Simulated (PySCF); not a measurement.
Problem. What does the PBE0-D3(BJ)/def2-SVP structure of `[C-]#[N+][SiH2][SiH2]F` look like in three dimensions?

Solution. 
```xyz
9
CH4FNSi2 angstrom
C      2.2839    1.0860   -1.6039
N      1.7351    0.4427   -0.7812
Si     0.8119   -0.4663    0.4092
Si    -1.4181    0.1600    0.0309
F     -2.3540   -0.6118    1.1192
H      1.0652   -1.9137    0.1679
H      1.3094   -0.0800    1.7583
H     -1.5785    1.6298    0.2146
H     -1.8413   -0.2400   -1.3405
```

Any rigid rotation of these coordinates is as good. Atoms count from 1 in this order. The 5 heavy atoms lie in one plane (0.010 Å rms). Si4 (fluorine-bound silicon) is tetrahedral (angles from 108.2° to 110.4°). Si3 (SiH2 silicon) is distorted tetrahedral (angles from 104.6° to 113.3°).

Bonds between heavy atoms (Å): C1≡N2 1.180, N2–Si3 1.759, Si3–Si4 2.347, Si4–F5 1.630.

Method: PySCF, PBE0-D3(BJ)/def2-SVP geometry optimisation, gas phase.

Point group: Cs (tolerance 0.08 Å). Stationary, but not proved a minimum. One conformer, not necessarily the lowest (N2–Si3–Si4–F5 -179°).
